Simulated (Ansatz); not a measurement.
```xyz
14

C    -0.512    0.240   -2.931
O    -0.617    0.161   -1.554
Sc   -0.548    0.027    0.313
N    -2.281    0.105    1.294
O     1.005   -0.176    1.339
C     2.238   -0.321    1.951
H    -0.511    1.285   -3.268
H    -1.353   -0.265   -3.421
H     0.415   -0.226   -3.291
H    -3.199    0.212    0.882
H    -2.407    0.045    2.296
H     2.284   -1.253    2.529
H     2.434    0.507    2.644
H     3.053   -0.342    1.216
```

Charge 0, multiplicity 1.

Q: List the B3LYP/def2-TZVPP orbital energies in eV (the Gaussian-basis code of Ansatz). (An estimate is asked.)

A: Ansatz gave: Occupied: -4399.41, -519.66, -519.65, -478.72, -394.99, -394.94, -394.93, -388.03, -277.69, -277.68, -56.41, -34.80, -34.60, -34.49, -26.32, -26.09, -21.46, -17.81, -17.66, -12.17, -12.13, -11.85, -11.84, -11.83, -11.82, -11.56, -9.23, -7.66, -7.46, -7.43, -7.37, -6.49. Lowest empty: -1.58, 0.13, 0.18, 0.43, 0.62, 0.88, 0.99, 1.50.

B3LYP here is the variant with VWN-RPA as its local correlation; programs differ in this.
